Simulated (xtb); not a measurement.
CH11ClSi4, SMILES [SiH3][SiH]([SiH3])C[SiH2]Cl. All values are semi-empirical tight-binding results from xtb (GFN2-xTB unless named), good for trends rather than for accurate numbers. Geometry optimised at GFN2-xTB. This is a generated structure with no PubChem entry under its InChIKey; it may be hypothetical. One conformer was computed; it need not be the lowest.

Optimised geometry:

Bond lengths (Å): Si1–Si2 2.326, Si1–H7 1.465, Si1–H8 1.466, Si1–H9 1.467, Si2–Si3 2.324, Si2–C4 1.927, Si2–H10 1.480, Si3–H11 1.468, Si3–H12 1.466, Si3–H13 1.465, C4–Si5 1.894, C4–H14 1.092, C4–H15 1.091, Si5–Cl6 2.019, Si5–H16 1.462, Si5–H17 1.463. Angles (°): Si2–Si1–H7 111.2, Si2–Si1–H8 114.6, Si2–Si1–H9 112.0, H7–Si1–H8 106.4, H7–Si1–H9 106.4, H8–Si1–H9 105.7, Si1–Si2–Si3 117.3, Si1–Si2–C4 107.4, Si1–Si2–H10 108.4, Si3–Si2–C4 108.4, Si3–Si2–H10 109.4, C4–Si2–H10 105.2, Si2–Si3–H11 112.2, Si2–Si3–H12 110.6, Si2–Si3–H13 115.0, H11–Si3–H12 106.3, H11–Si3–H13 105.9, H12–Si3–H13 106.3, Si2–C4–Si5 116.7, Si2–C4–H14 108.5, Si2–C4–H15 108.3, Si5–C4–H14 108.5, Si5–C4–H15 108.4, H14–C4–H15 105.8, C4–Si5–Cl6 108.8, C4–Si5–H16 111.0, C4–Si5–H17 111.5, Cl6–Si5–H16 107.8, Cl6–Si5–H17 107.0, H16–Si5–H17 110.6.
Charge 0, spin multiplicity 1.

Computed properties:
```yaml
orbital_gap: 3.83 eV
dipole_moment: 1.80 D
zero_point_energy: 63.0 kcal/mol
G − E(el) at 298.15 K (modified RRHO): 37.7 kcal/mol
static polarisability (D4 model): 140.2 bohr³
solvation energy, GFN2-xTB/ALPB(water): -1.0 kcal/mol
solvation energy, GFN2-xTB/ALPB(acetonitrile): -4.2 kcal/mol
```

**Question.** Give the atomic charges and the Wiberg bond orders between heavy atoms. (An estimate is asked for; the answer gives what the named calculation found.)

**Answer.** charges (e) Si1 0.36, Si2 0.31, Si3 0.36, C4 -0.26, Si5 0.49, Cl6 -0.27, H7 -0.13, H8 -0.11, H9 -0.12, H10 -0.12, H11 -0.12, H12 -0.13, H13 -0.11, H14 0.02, H15 0.00, H16 -0.09, H17 -0.08. Bond orders Si1–Si2 0.84, Si2–Si3 0.85, Si2–C4 0.87, C4–Si5 0.94, Si5–Cl6 1.07.
